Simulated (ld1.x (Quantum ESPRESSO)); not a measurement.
## sulfur TM semilocal: all-electron and pseudo phase curves

* Element: sulfur (S)
* Generator: ld1.x (Quantum ESPRESSO) 7.5
* Type: norm-conserving Troullier–Martins (semilocal form)
* Functional: PBEsol
* Relativity: scalar-relativistic
* Frozen core: [Ne]
* Valence charge: 6
* Reference configuration: 3s1.75 3p4.25
* Partial waves: 3s (bound): rc 1.10 bohr; 3p (bound): rc 1.40 bohr; 3d channel at 0.5 Ry: rc 1.45 bohr
* Local potential: the d channel
* Core correction: a·sin(br)/r model core, default radius (core density twice the valence density)

The phase is arctan(r·u′/u) with u = r·R(r), unwrapped; energies in Ry, scanned from -3 to 5 Ry. A pole is an energy at which the radial function vanishes at the test radius. The pseudo phase is shifted by a multiple of π to meet the all-electron one at the reference energy, and phase errors are pseudo minus all-electron; the curves can meet again beyond the range given. Levels narrower than the energy grid can be missing from the lists of poles.

```
channel  radius (bohr)  reference energy (Ry)  poles, all-electron  poles, pseudo  unbroken range about the reference energy with phases within 0.05 rad  phase error 1 Ry above the reference energy (rad)
      s           1.60                  -1.28                 3.24           2.80                                                              below 4.2                                             -0.004
      p           1.60                  -0.52                 4.37           4.10                                                        the whole range                                             -0.004
      d           1.60                   0.50                 4.93           none                                                        the whole range                                             +0.003
```

Phases in the d channel:

```
E (Ry)  all-electron  pseudo
 -3.00         1.222   1.222
 -2.52         1.194   1.194
 -2.04         1.159   1.159
 -1.56         1.114   1.114
 -1.08         1.053   1.054
 -0.60         0.967   0.967
 -0.12         0.837   0.837
  0.36         0.624   0.624
  0.84         0.264   0.265
  1.32        -0.258  -0.255
  1.80        -0.744  -0.739
  2.28        -1.055  -1.049
  2.76        -1.240  -1.234
  3.24        -1.358  -1.351
  3.72        -1.440  -1.432
  4.20        -1.501  -1.492
  4.68        -1.549  -1.539
```
